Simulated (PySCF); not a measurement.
Dipole response of Hf⁺ (hafnium, charge +1)

[Xe] 4f14 5d1 6s2, 2D determinant. Calculation: PySCF 2.14, in aug-cc-pwCVTZ-PP with ECP60MDF (8s8p7d4f3g, 122 functions); scalar relativity through the core potential. Coupled (time-dependent) response in atomic units; α is the mean over directions.

```
method  mean α (bohr³)         α xx, yy, zz  C₆ (like pair)  S(−4)
  PBE0           53.68  52.62, 52.62, 55.80           513.4   1236
```

S(−4) is the Cauchy moment in α(ω) = α(0) + S(−4) ω² + …

Spin-orbit coupling is absent.

α(iu) at PBE0:

```tsv
u (hartree)	α(iu) (bohr³)
0	53.68
0.0500	50.79
0.100	43.98
0.200	29.70
0.300	20.33
0.500	11.37
0.750	6.963
1.00	4.884
1.50	2.895
2.00	1.933
3.00	1.029
5.00	0.4230
```

A single London oscillator, α(iu) = α/(1 + u²/ω²), gives C₆ = (3/4) ω α². Matching the computed C₆ needs ω = 4 × 513.4 / (3 × 53.68²) = 0.238 hartree.

For an ion, C₆ is the dispersion term alone; charge-induced terms of lower order in 1/R come first.

The components differ because the open shell of this determinant is not spherical; for a pure term their mean is the scalar polarisability.

⟨L²⟩ = 8.50 against 6 for a pure D term, so this real determinant mixes terms. Energies and moments cover only the electrons outside the core potential. Spin-orbit coupling, absent here, splits the open shell strongly. ⟨S²⟩ = 1.39 against 0.75 shows spin contamination. The s, p, d and f populations moved away from the nominal configuration during the SCF.
